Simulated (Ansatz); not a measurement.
Gas-phase electronic energies from Ansatz, PBE0-D4/def2-TZVP geometries. CBS: MP2 limit from def2 TZ/QZ plus the TZ coupled-cluster correction, frozen cores. This one scheme is used for every species, atoms too. DFT in def2-TZVPP. No spin–orbit coupling; open shells (•) take unrestricted orbitals. Bonds to Ge are less sure, by a few kJ/mol each and by 10 to 20 or more in all where they break to atoms, as the def2 sets lack core-valence functions. Scalar relativity is left out up to krypton. Each species was taken in one conformer, which may not be the lowest.

`[SH][GeH2][Cl]` → H• + `[S][GeH2][Cl]`•  (homolysis of the H–S bond)

(1) What is ΔE at CCSD(T)/CBS? (Estimate.)

(2) What do these levels give: PBE-D4, PBE-QIDH, revPBE, CCSD(T)/def2-TZVPP, MP2/CBS(def2), CCSD/CBS(def2)? (Best estimate.)

Largest T1 diagnostic among the species: 0.012.

Results:

(1) The calculation gave: +398.3 kJ/mol.

(2) The calculation gave: PBE-D4 384.3, PBE-QIDH 386.9, revPBE 374.2, CCSD(T)/def2-TZVPP 388.7, MP2/CBS(def2) 399.0, CCSD/CBS(def2) 393.6 kJ/mol.

In def2-TZVPP, CCSD(T) changes the Hartree–Fock value by +105.8 kJ/mol (the triples alone add +4.7 kJ/mol) and MP2 by +106.4 kJ/mol; breaking electron pairs costs correlation energy, which Hartree–Fock lacks. Leaving LDA and LC-ωPBE aside and taking each functional with its dispersion term where it has one, the values, not all of them listed here, spread over 16.6 kJ/mol, from BHLYP-D4 to ωB97M-V. LDA lies +49.7 kJ/mol from PBE without D4, its usual overbinding. At CCSD(T), def2-SVP lies −27.5 kJ/mol from the extrapolated value and def2-TZVPP −9.7 kJ/mol: correlation converges slowly with the basis, and small sets miss more of it in the bonded molecule than in its fragments.
